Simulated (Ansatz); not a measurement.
C3H6O, SMILES `C[C@@H]1CO1` (charge 0, multiplicity 1).

Cartesian coordinates (Å):
```xyz
10

C      1.2533     0.0214    -0.0127
C     -0.1530    -0.4305    -0.2764
C     -1.3169     0.3538     0.1378
O     -0.9286    -0.8158     0.8648
H      1.9006    -0.8349     0.1874
H      1.2857     0.6861     0.8511
H      1.6550     0.5526    -0.8790
H     -0.2805    -1.0978    -1.1266
H     -1.1633     1.2933     0.6612
H     -2.2522     0.2717    -0.4076
```
Charge 0, multiplicity 1.

Frozen-core energies in 6-31g from Ansatz (a program for electronic structure) at a geometry from B3LYP-D3(BJ)/def2-TZVP; the HF reference has <S^2> = 0.00 and the T1 diagnostic is 0.009.

```tsv
level	energy (Ha)	difference from CCSDT(Q) (mHa)
HF	-191.81031	441.91
MP2	-192.20546	46.75
CCSD	-192.23994	12.28
CCSD(T)	-192.25043	1.78
CCSDT	-192.25105	1.16
CCSDT(Q)	-192.25221	0.00
```
